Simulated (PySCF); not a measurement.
**NMR data sheet: C6H11NOSi**

* Formula: C6H11NOSi
* SMILES: C=N[C@@H]1C[SiH2]C(=C)CO1
* InChI: InChI=1S/C6H11NOSi/c1-5-3-8-6(7-2)4-9-5/h6H,1-4,9H2/t6-/m0/s1
* Point group of the computed structure: C1
* Degrees of unsaturation: 3
* Carbon signals: 6
* Proton signals: 11

Atoms are numbered as in `[CH2:1]=[N:2][C@@H:3]1[CH2:4][SiH2:5][C:6](=[CH2:7])[CH2:8][O:9]1`. Hydrogens are named by the atom that carries them. Ha(C1) is cis to C3; Ha(C4), Ha(Si5), Ha(C8) are cis to N2 on the ring; Ha(C7) is cis to Si5; Hb(C1) is trans to C3; Hb(C4), Hb(Si5), Hb(C8) are trans to N2 on the ring; Hb(C7) is trans to Si5.

Isolated molecule, relativity neglected, one computed conformer. Shieldings: GIAO PBE0/pcSseg-1; GFN2-xTB geometry; PySCF 2.14.0 with density-fitted response routines.

Chemical shifts δ = σref − σ; $^{1}$H (σ = 31.72 ppm) and $^{13}$C (σ = 186.93 ppm) and $^{29}$Si (σ = 349.16 ppm) vs TMS; $^{15}$N (σ = 267.73 ppm) against NH3; $^{17}$O (σ = 336.08 ppm) vs H2O, all at this level.

| carbon | δC, type | δH (multiplicity) | HMBC from (2–3 bonds) | span of the C tensor (ppm) |
| --- | --- | --- | --- | --- |
| C1 | 152.0, CH2 | Ha(C1) 7.77 (d); Hb(C1) 7.37 (d) | H(C3) | 209 |
| C3 | 96.1, CH | 5.27 (m) | Ha(C1), Hb(C1), Hb(Si5), Ha(C8), Hb(C8), Ha(Si5), Hb(C4), Ha(C4) | 49 |
| C4 | 21.0, CH2 | Ha(C4) 0.80 (m); Hb(C4) 1.80 (m) | H(C3), Hb(Si5), Ha(Si5) | 37 |
| C6 | 149.4, C | – | Hb(C7), Ha(C7), Hb(Si5), Ha(C8), Hb(C8), Ha(Si5), Hb(C4), Ha(C4) | 258 |
| C7 | 133.4, CH2 | Ha(C7) 5.74 (br s); Hb(C7) 6.04 (br s) | Hb(Si5), Ha(C8), Hb(C8), Ha(Si5) | 214 |
| C8 | 79.9, CH2 | Hb(C8) 4.50 (m); Ha(C8) 4.61 (m) | Hb(C7), Ha(C7), H(C3), Hb(Si5), Ha(Si5) | 65 |

Other nuclei:
```csv
atoms,nucleus,environment,δ (ppm),σ (ppm)
Hb(Si5),$^{1}$H,"hydrogen on a silicon bonded to 2 C, in a 6-membered ring",4.69,27.02
Ha(Si5),$^{1}$H,"hydrogen on a silicon bonded to 2 C, in a 6-membered ring",4.46,27.26
Si5,$^{29}$Si,"silicon bonded to 2 C, 2 H, in a 6-membered ring",-53.1,402.3
N2,$^{15}$N,imine nitrogen,407.1,-139.3
O9,$^{17}$O,ether oxygen,75.8,260.3
```

1. Carbon types of the structure: 1 × C, 1 × CH, 4 × CH2, leaving 2 H on heteroatoms.
2. δC 152.0: C=N carbon.
3. δC 149.4: fully substituted alkene carbon; an sp2 carbon of a C=C bond.
4. δC 133.4: terminal =CH2 carbon; the olefinic region.
5. δC 96.1: sp3 CH bonded to N and O; 2 electronegative neighbours deshield it.
6. δC 79.9: allylic sp3 CH2 bonded to O; pulled downfield by the heteroatom.

Shifts are as computed. Against solution values, carbons near 30 ppm lie about +3 ppm off and those near 130 ppm about +5 ppm. Of 1309 compounds with measured shifts, 239 miss one by over three times the rms of a fit or turn the order of signals round; such compounds aren't used in these exercises. Experimental scales use liquid or dissolved standards, which lie at an offset from isolated NH3 (liquid NH3: subtract about 20 ppm) and H2O (liquid H2O: subtract about 36 ppm). Unscaled 15N shifts of sp2 nitrogen come out 20 to 40 ppm too high even then. Multiplicities follow the n + 1 count of equivalent neighbours, as no J values were calculated; m marks all less simple cases, F and P coupling included.
